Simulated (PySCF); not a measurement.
Species: C4H4N2S.
Geometry (PBE0/def2-SVP, Å), atoms numbered from 1 in this order:
```
atom  x, y, z in Å
C1    -2.167   -0.264    0.141
C2    -1.181    0.627   -0.015
C3     0.229    0.256   -0.025
N4     0.684   -0.961    0.108
N5     2.019   -1.044    0.066
C6     2.597    0.107   -0.099
S7     1.499    1.431   -0.219
H8    -3.213    0.051    0.142
H9    -1.942   -1.326    0.270
H10   -1.407    1.689   -0.144
H11    3.679    0.234   -0.157
```

Level of theory: PySCF 2.14.0, PBE0/def2-SVP geometry optimisation, gas phase.

Masses are those of the commonest isotopes; rigid-rotor values at the optimised geometry. The values belong to one conformer with, in the numbering `[CH2:1]=[CH:2][c:3]1[n:4][n:5][cH:6][s:7]1`, C1–C2–C3–N4 0°.

**Question.** What are A, B and C (GHz)?

**Answer.** Ia = 98.57, Ib = 269.46, Ic = 368.03 u·Å²; 505379 MHz·u·Å²/I gives 5127, 1876 and 1373 MHz, that is A = 5.1273, B = 1.8755, C = 1.3732 GHz.

**Question.** What kind of rotor is it?

**Answer.** An asymmetric top. Ray's parameter κ = (2B − A − C)/(A − C) = -0.732; −1 is the prolate and +1 the oblate limit.

**Question.** What does the inertial defect say?

**Answer.** Planar: Δ = Ic − Ia − Ib = 0.00 u·Å². For a rigid frame Δ = −2 Σ m c², so it vanishes when all atoms lie in the ab plane; here none is more than 0.01 Å from it.

**Question.** Where do the levels up to J = 3 lie, in K?

**Answer.** Above 0(0,0), as E/k:
J = 1: 1(0,1) 0.156, 1(1,1) 0.312, 1(1,0) 0.336
J = 2: 2(0,2) 0.465, 2(1,2) 0.600, 2(1,1) 0.672, 2(2,1) 1.140, 2(2,0) 1.143
J = 3: 3(0,3) 0.923, 3(1,3) 1.030, 3(1,2) 1.174, 3(2,2) 1.608, 3(2,1) 1.621, 3(3,1) 2.450, 3(3,0) 2.450

**Question.** Predict some low-J microwave lines.

**Answer.** The dipole components are |μa| = 0.29 D, |μb| = 2.97 D, |μc| = 0.00 D; the mirror of this Cs structure is the ab plane, so μc vanishes by symmetry and there are no c-type lines. Intensities carry the squares of the components, which stand as 0.01 : 1.00 (a : b). Some lines, for components of 0.1 D or more:

```
type  branch         J(Ka,Kc)    MHz  lower level (cm⁻¹)
   a       Q  1(1,0) ← 1(1,1)    502               0.217
   a       Q  4(2,2) ← 4(2,3)    770               1.550
   b       Q  2(1,1) ← 2(0,2)   4310               0.323
   a       R  2(1,2) ← 1(1,1)   5995               0.217
   b       Q  4(2,2) ← 4(1,3)   8880               1.279
   a       R  3(2,1) ← 2(2,0)   9957               0.794
   b       Q  2(2,1) ← 2(1,2)  11262               0.417
   a       R  4(1,4) ← 3(1,3)  11893               0.716
   b       Q  3(2,2) ← 3(1,3)  12048               0.716
   a       R  4(1,3) ← 3(1,2)  13880               0.816
   b       R  4(1,4) ← 3(0,3)  14122               0.641
   b       Q  5(3,2) ← 5(2,3)  16358               2.144
   a       R  5(3,3) ← 4(3,2)  16394               2.140
   b       Q  5(3,3) ← 5(2,4)  17956               2.087
   b       R  4(2,2) ← 3(1,3)  25770               0.716
   b       R  3(3,1) ← 2(2,0)  27239               0.794
   b       R  4(4,0) ← 3(3,1)  37526               1.703
```

**Question.** Estimate the classical rotational partition function at 100 K, 200 K and 500 K.

**Answer.** Point group Cs, symmetry number σ = 1; q = (√π/σ)·√((kT/h)³/(ABC)), k/h = 20836.6 MHz/K: 46400 at 100 K, 131000 at 200 K, 519000 at 500 K.

PBE0/def2-SVP frequencies: not computed here. No vibrational averaging or centrifugal distortion is included, and the geometry carries the error of its method. Quadrupole hyperfine structure (14N) is left out.

The run took 16 s on Intel Xeon 6975P-C, one thread, no GPU (shared host), and the process peaked at 0.53 GiB of memory. That covers the optimisation of the geometry.
